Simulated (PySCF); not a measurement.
yttrium atom (Y), doublet (all electrons, no relativity); PySCF with HF/3-21G.

PySCF was given this input:
```python
from pyscf import gto, scf

mol = gto.M(
    atom='''
Y     0.00000000    0.00000000    0.00000000
''',
    basis='3-21g',
    spin=1,
    verbose=4,
)

mf = scf.UHF(mol)
mf.kernel()
```

### Question
Write the output that PySCF gives for this input, abridged.

### Answer

```
PySCF version 2.14.0

[INPUT] verbose = 4
[INPUT] num. atoms = 1
[INPUT] num. electrons = 39
[INPUT] charge = 0
[INPUT] spin (= nelec alpha-beta = 2S) = 1
[INPUT] symmetry False subgroup None
[INPUT] Mole.unit = angstrom
[INPUT] Symbol           X                Y                Z      unit          X                Y                Z       unit  Magmom
[INPUT]  1 Y      0.000000000000   0.000000000000   0.000000000000 AA    0.000000000000   0.000000000000   0.000000000000 Bohr   0.0

nuclear repulsion = 0
number of shells = 14
number of NR pGTOs = 81
number of NR cGTOs = 36
basis = 3-21g
ecp = {}

******** <class 'pyscf.scf.uhf.UHF'> ********
method = UHF
initial guess = minao
damping factor = 0
level_shift factor = 0
DIIS = <class 'pyscf.scf.diis.CDIIS'>
diis_start_cycle = 1
diis_space = 8
diis_damp = 0
SCF conv_tol = 1e-09
SCF conv_tol_grad = None
SCF max_cycles = 50
direct_scf = True
direct_scf_tol = 1e-13
number electrons alpha = 20  beta = 19
Set gradient conv threshold to 3.16228e-05
init E= -3311.14148414024

cycle= 1 E= -3315.59359601058  delta_E= -4.45  |g|= 0.148  |ddm|= 0.952
cycle= 2 E= -3315.609370682  delta_E= -0.0158  |g|= 0.0236  |ddm|= 0.66
cycle= 3 E= -3315.6102843754  delta_E= -0.000914  |g|= 0.00774  |ddm|= 0.141
cycle= 4 E= -3315.61056014584  delta_E= -0.000276  |g|= 0.0037  |ddm|= 0.0766
cycle= 5 E= -3315.61065731106  delta_E= -9.72e-05  |g|= 0.00226  |ddm|= 0.0303
cycle= 6 E= -3315.61072128468  delta_E= -6.4e-05  |g|= 0.000827  |ddm|= 0.0255
cycle= 7 E= -3315.61072940983  delta_E= -8.13e-06  |g|= 0.000441  |ddm|= 0.00907
cycle= 8 E= -3315.61073189514  delta_E= -2.49e-06  |g|= 0.000177  |ddm|= 0.00767
cycle= 9 E= -3315.61073215632  delta_E= -2.61e-07  |g|= 0.000158  |ddm|= 0.00104
cycle= 10 E= -3315.61073240269  delta_E= -2.46e-07  |g|= 0.000151  |ddm|= 0.0011
cycle= 11 E= -3315.61073267681  delta_E= -2.74e-07  |g|= 0.000149  |ddm|= 0.00103
cycle= 12 E= -3315.61073356014  delta_E= -8.83e-07  |g|= 0.00014  |ddm|= 0.00328
cycle= 13 E= -3315.6107392426  delta_E= -5.68e-06  |g|= 0.000105  |ddm|= 0.0332
cycle= 14 E= -3315.610739557  delta_E= -3.14e-07  |g|= 9.75e-05  |ddm|= 0.00464
cycle= 15 E= -3315.61073979753  delta_E= -2.41e-07  |g|= 2.7e-05  |ddm|= 0.00589
cycle= 16 E= -3315.61073984521  delta_E= -4.77e-08  |g|= 3.07e-05  |ddm|= 0.00333
cycle= 17 E= -3315.61073985071  delta_E= -5.5e-09  |g|= 3.6e-05  |ddm|= 0.000547
cycle= 18 E= -3315.61073985224  delta_E= -1.53e-09  |g|= 1.06e-05  |ddm|= 0.000506
cycle= 19 E= -3315.61073985245  delta_E= -2.09e-10  |g|= 3.52e-07  |ddm|= 7.1e-05
Extra cycle  E= -3315.61073985245  delta_E=    0  |g|= 1.73e-07  |ddm|= 2.06e-06
converged SCF energy = -3315.61073985245  <S^2> = 0.7714462  2S+1 = 2.0213324
```
